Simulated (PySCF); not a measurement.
# Working out the ionisation energy of As(2+)

As(2+) [Ar] 3d10 4s2 4p1 (2P) → As(3+) [Ar] 3d10 4s2 (1S). Computed with PySCF 2.14 in x2c-TZVPPall with one added diffuse shell each of s, p, d type (7s6p5d1f, 57 functions), with scalar relativity by spin-free X2C-1e. Frozen: [Ne]. Energies in hartree (1 hartree = 27.21139 eV):

| part | As(2+) (lower) | As(3+) (upper) |
| --- | --- | --- |
| UHF | -2258.005295 | -2256.998297 |
| MP2 opposite-spin | -0.202844 | -0.193477 |
| MP2 same-spin | -0.091250 | -0.085347 |

Question: What does Hartree-Fock give?

Answer: (-2256.998297) − (-2258.005295) = 1.006998 hartree = 27.402 eV.

Question: What do MP2 and SCS-MP2 (6/5 opposite-spin, 1/3 same-spin) give?

Answer: The opposite-spin parts differ by 0.255 eV and the same-spin parts by 0.161 eV. MP2: 27.402 + (0.255) + (0.161) = 27.818 eV. SCS-MP2: 27.402 + 1.2 × (0.255) + (0.161)/3 = 27.762 eV.

A first-order spin-orbit estimate adds 0.224 eV to MP2 (valence and next inner shell), giving 28.042 eV against 28.349 ± 0.012 eV (measured; NIST Atomic Spectra Database, ionization energies).

What remains against the reference includes basis incompleteness, the frozen core and correlation beyond second order.
